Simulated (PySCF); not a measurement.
A structure optimised at PBE-D3(BJ)/def2-SVP, used in a PySCF frequency run:

```xyz
10

O      2.3106     0.4072     0.2672
C      1.2133    -0.0787     0.0227
Si     0.9693    -2.0295     0.0415
Si    -0.3045     1.1018    -0.2685
F     -0.8325     0.9464    -1.8087
Cl    -1.7843     0.3916     0.9992
H      2.1652    -2.6482    -0.6210
H      0.9053    -2.4509     1.4827
H     -0.2993    -2.4175    -0.6638
H     -0.0161     2.5436    -0.0007
```

Write its SMILES and formula.

O=C([SiH3])[Si@@H](F)Cl, CH4ClFOSi2

What are its rotational constants (standard atomic weights)?

2.1682, 1.2211, 1.0355 GHz
